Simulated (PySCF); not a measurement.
Harmonic spectrum computed at PBE in the def2-TZVP basis family (core potentials from Rb on, PySCF, no spin–orbit coupling):

| ω (cm⁻¹) | IR (km/mol) |
| --- | --- |
| 346 | 9.8 |
| 955 | 348 |
| 992 | 30.2 |

Problem. Which molecule gave it? In each, all ligands are bound to the one heavy central atom.
A. CO₂ (singlet)
B. KO₂ (quartet)
C. ZrO₂ (singlet)
D. TiO₂ (singlet)
E. CaO₂ (triplet)

Solution. D. It has C2v symmetry with Ti–O 1.650 Å (×2).
